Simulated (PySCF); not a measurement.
Heteronuclear NMR

Geometry (Å), atoms numbered from 1 in this order:
```xyz
23

Si    2.5627   -0.8120   -1.7744
C     1.7168   -0.3128   -0.1464
O     0.4424    0.1793   -0.5445
C    -0.5361    0.2836    0.4554
O    -0.8197   -0.9592    1.0085
Si   -1.2556   -2.3350    0.2697
C    -1.7492    0.9810   -0.1984
Si   -1.2841    2.6127    0.6672
C    -0.1955    1.3211    1.5509
H     3.9350   -1.2266   -1.4605
H     2.5761    0.3480   -2.6649
H     1.8291   -1.9164   -2.3905
H     1.5995   -1.1595    0.5367
H     2.2753    0.4646    0.3898
H    -0.2547   -2.8114   -0.6872
H    -1.3521   -3.1814    1.4505
H    -2.5295   -2.1825   -0.4388
H    -2.6740    0.5284    0.1508
H    -1.7142    0.9110   -1.2820
H    -0.5455    3.5620   -0.1625
H    -2.3220    3.2524    1.4730
H     0.8706    1.4995    1.6639
H    -0.5803    0.9805    2.5097
```

One computed conformer, no solvent, relativity neglected, one averaged value for each set of equivalent atoms. GFN2-xTB structure; σ from GIAO-PBE0/pcSseg-1; PySCF 2.14.

**Question.** What are the ²⁹Si shifts?

**Answer.** 
```csv
atoms,environment,σ (ppm),δ (ppm)
Si6,"silicon bonded to O, 3 H",400.2,-49.0
Si8,"silicon bonded to 2 C, 2 H, in a 4-membered ring",415.0,-61.2
Si1,"silicon bonded to C, 3 H",422.7,-67.5
```

Shieldings were converted by a linear fit to measured shifts: ²⁹Si: δ = 279.94 − 0.822σ (rms 8.9 ppm, 72 shifts, 25.8 ppm with the 6 outliers that the fit left out vs TMS, solution or neat liquid). Occasional misses reach two or three times the rms, and more in compound classes unlike the fitted ones.

On a 300 MHz spectrometer ²⁹Si resonates near 59.6 MHz, so 1 ppm is 59.6 Hz.

**Question.** Where does ¹⁷O resonate?

**Answer.** 
| atoms | environment | σ (ppm) | δ (ppm) |
| --- | --- | --- | --- |
| O5 | oxygen bonded to C, Si | 241.0 | 47.2 |
| O3 | ether oxygen | 250.7 | 38.4 |

Shieldings were converted by a linear fit to measured shifts: ¹⁷O (scatter 10.7 ppm rms, 12.2 ppm with the 3 outliers that the fit left out vs liquid water, solution or neat liquid). Occasional misses reach two or three times the rms, and more in compound classes unlike the fitted ones.

On a 500 MHz spectrometer ¹⁷O resonates near 67.8 MHz, so 1 ppm is 67.8 Hz.
